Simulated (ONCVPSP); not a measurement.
**Transferability test, ONCV potential for B (Z = 5)**

```json
{"Element": "boron (B)", "Generator": "ONCVPSP 4.0.1", "Type": "optimised norm-conserving Vanderbilt (ONCV)", "Functional": "PBE", "Relativity": "non-relativistic", "Frozen core": "[He]", "Valence charge": "3", "Reference configuration": "2s2 2p1", "Partial waves": "2s: rc 1.30 bohr, ncon 5, nbas 10, qcut 5.6 1/bohr, 1 projector; 2p: rc 4.00 bohr, ncon 3, nbas 6, qcut 3.1 1/bohr, 2 projectors, debl 3.6 Ha", "Local potential": "polynomial inside 1.05 bohr (lpopt 5, dvloc0 4 Ha)", "Core correction": "none"}
```

Energies are relative to the spin-unpolarised reference configuration 2s2 2p1; without spin polarisation the order of configurations can differ from experiment.

Question: Give the all-electron excitation energy and the error of the potential for: 2s2 2p0; 2s1 2p0; 2s2 2p0.5; 2s1 2p1.

Answer:

```tsv
valence configuration	charge	ΔE all-electron (eV)	error AE − PS (meV)
2s2 2p0	+1	8.222	+356
2s1 2p0	+2	33.637	+963
2s2 2p0.5	+0.5	2.888	+55
2s1 2p1	+1	14.355	-197
```

Levels in the configuration 2s2 2p0:

| level | all-electron (eV) | pseudo (eV) |
| --- | --- | --- |
| 2s | -19.505 | -18.990 |

Note: no bound ghost flagged; GHOST(+) flagged for p at 103.6 eV.
